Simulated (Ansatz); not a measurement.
`C[N](C)[Ti]1234([CH3])([NH2])[C@@H]5[C@H]1[C@H]2[C@@]3(C)[C@@H]54` + `NBCl` → `C[N](C)[Ti]1234([NH2])([NH2])[C@@H]5[C@H]1[C@H]2[C@@]3(C)[C@@H]54` + `CBCl`  (redistribution)

Program: Ansatz. Geometries: PBE0-D4/def2-TZVP. ΔE: electronic, gas phase. CCSD(T)/CBS adds triple-zeta CCSD(T) − MP2 to the extrapolated MP2 energy (def2 sets, frozen cores). DFT in def2-TZVPP. For Ti outer-core shells are correlated without core-valence functions, which leaves a few kJ/mol of doubt a bond. Scalar relativity is left out up to krypton. Each species was taken in one conformer, which may not be the lowest.

`C[N](C)[Ti]1234([CH3])([NH2])[C@@H]5[C@H]1[C@H]2[C@@]3(C)[C@@H]54`:

```xyz
30

C    -1.110   -1.902    1.901
N    -1.134   -0.853    0.917
C    -2.088    0.175    1.243
Ti    0.143   -0.579   -0.463
C    -1.093    0.080   -2.053
N     0.606   -2.355   -0.943
C     2.373    0.026   -1.140
C     2.382   -0.287    0.236
C     1.595    0.675    0.905
C     1.085    1.577   -0.054
C     0.236    2.772    0.218
C     1.567    1.163   -1.318
H    -0.393   -2.674    1.620
H    -2.101   -2.371    2.003
H    -0.831   -1.523    2.897
H    -3.107   -0.234    1.293
H    -2.095    0.961    0.484
H    -1.875    0.643    2.217
H    -1.963   -0.584   -2.077
H    -0.588    0.019   -3.022
H    -1.452    1.107   -1.925
H    -0.153   -3.017   -1.054
H     1.473   -2.779   -1.230
H     2.854   -0.539   -1.924
H     2.880   -1.127    0.696
H     1.393    0.705    1.966
H    -0.507    2.926   -0.567
H    -0.286    2.684    1.172
H     0.853    3.675    0.263
H     1.334    1.637   -2.260
```

`NBCl`:

Z-matrix (Å, degrees):
```
N
B 1 1.383
H 1 1.006 2 123.2
H 1 1.005 2 122.2 3 -180.0
Cl 2 1.768 1 119.7 3 -0.0
H 2 1.191 1 121.5 3 180.0
```

`C[N](C)[Ti]1234([NH2])([NH2])[C@@H]5[C@H]1[C@H]2[C@@]3(C)[C@@H]54`:

```xyz
29

C     0.267    2.490   -0.114
N    -0.728    1.506    0.227
C    -1.493    1.912    1.378
Ti   -0.657   -0.306   -0.385
N    -0.160    0.020   -2.205
N    -2.506   -0.760   -0.208
C    -0.228   -2.583    0.267
C    -0.203   -1.761    1.412
C     0.885   -0.871    1.284
C     1.534   -1.133    0.056
C     2.754   -0.448   -0.459
C     0.835   -2.194   -0.565
H    -0.199    3.470   -0.297
H     0.805    2.193   -1.014
H     1.000    2.635    0.697
H    -2.269    1.179    1.599
H    -0.860    2.026    2.275
H    -1.974    2.887    1.204
H    -0.709    0.672   -2.751
H     0.452   -0.494   -2.819
H    -2.940   -1.610    0.118
H    -3.205   -0.176   -0.651
H    -0.961   -3.344    0.044
H    -0.912   -1.780    2.227
H     1.166   -0.103    1.990
H     2.771   -0.428   -1.550
H     2.813    0.582   -0.104
H     3.657   -0.967   -0.120
H     1.064   -2.613   -1.534
```

`CBCl`:

Z-matrix (Å, degrees):
```
C
B 1 1.548
H 1 1.097 2 109.5
H 1 1.090 2 114.9 3 123.3
H 1 1.097 2 108.9 3 -114.1
Cl 2 1.750 1 121.7 3 -125.1
H 2 1.194 1 122.7 3 55.2
```

```tsv
level	ΔE (kJ/mol)
B97M-V	25.6
CCSD(T)/def2-TZVPP	29.2
```

(1) What does CCSD(T)/CBS give? (Best estimate.)

Largest T1 diagnostic among the species: 0.021, so the coupled-cluster value is less sure than usual.

Results:

(1) The calculation gave: +29.5 kJ/mol. The listed levels differ from it by -3.9, -0.3 kJ/mol.

Leaving LDA and LC-ωPBE aside and taking each functional with its dispersion term where it has one, the values, not all of them listed here, spread over 11.2 kJ/mol, from revPBE-D4 to BHLYP-D4. At CCSD(T), def2-SVP lies +7.1 kJ/mol from the extrapolated value and def2-TZVPP −0.3 kJ/mol.
